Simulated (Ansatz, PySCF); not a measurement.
CH6ClFSi2, SMILES C[Si@@](F)([SiH3])Cl. Atoms are numbered in the order given.

```xyz
11

C     -1.7038    -1.0076     0.7806
Si    -0.2298     0.0246     0.3269
F      0.0014     1.1315     1.4987
Si     1.7759    -1.1260    -0.0149
Cl    -0.6475     1.0697    -1.4118
H     -2.5909    -0.3670     0.9026
H     -1.5239    -1.5423     1.7261
H     -1.9144    -1.7466    -0.0072
H      2.8540    -0.1600    -0.3786
H      2.1681    -1.8738     1.2192
H      1.5821    -2.1011    -1.1313
```
Charge 0, spin multiplicity 1.

Geometry: PBE0-D3(BJ)/def2-SVP. The structure was generated by enumeration; whether it is a known compound was not checked.

Two levels are set side by side: PBE-D3(BJ)/def2-SVP (Ansatz, a program for electronic structure) and PBE0-D3(BJ)/def2-SVP (Ansatz). Each level has its own optimised geometry; the coordinates shown are those of the second. Frequencies come from the Hessian of PySCF at each geometry. Differences are taken from unrounded values.

```
quantity                            PBE0-D3(BJ)  PBE-D3(BJ)  PBE-D3(BJ) minus PBE0-D3(BJ)
----------------------------------  -----------  ----------  ----------------------------
mean bond length (Å)                      1.568       1.579                         0.011
bond C1–Si2 (Å)                           1.856       1.869                         0.013
bond Si2–F3 (Å)                           1.628       1.644                         0.016
bond Si2–Si4 (Å)                          2.337       2.347                         0.009
bond Si2–Cl5 (Å)                          2.071       2.087                         0.016
bond C1–H6 (Å)                            1.101       1.109                         0.008
bond C1–H7 (Å)                            1.101       1.109                         0.008
bond C1–H8 (Å)                            1.101       1.108                         0.008
bond Si4–H9 (Å)                           1.493       1.503                         0.010
bond Si4–H10 (Å)                          1.495       1.506                         0.010
bond Si4–H11 (Å)                          1.495       1.505                         0.010
highest harmonic wavenumber (cm⁻¹)         3174        3087                           -87
mean harmonic wavenumber (cm⁻¹)            1086        1052                           -34
zero-point energy (kcal/mol)              41.90       40.59                         -1.32
```

Exact exchange shortens and stiffens bonds; PBE has none. Differences between two approximate levels are no errors against the true value.
